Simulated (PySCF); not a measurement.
GaH, SMILES [GaH] (connectivity only; charge and spin as stated), neutral, multiplicity 1. The structure is a stationary point at PBE-D3(BJ)/def2-TZVPD.

Computed with PBE-D3(BJ)/def2-TZVPD run with PySCF.

Harmonic wavenumbers (cm⁻¹): 1529. Rotational constants (GHz): 176.2 (linear); symmetry number 1.

Task: Work out the zero-point energy and the ideal-gas rigid-rotor harmonic-oscillator thermochemistry at 298.15 K and 1 atm.

Result: ZPE = ½ Σ hcν = ½ × 1529 cm⁻¹ = 9.14 kJ/mol. H − E(el) = 17.83 kJ/mol. Entropy in J/(mol K): translation 161.86, rotation 37.94, vibration 0.04, total 199.84. G − E(el) = -41.75 kJ/mol. Cp = 29.38 J/(mol K).
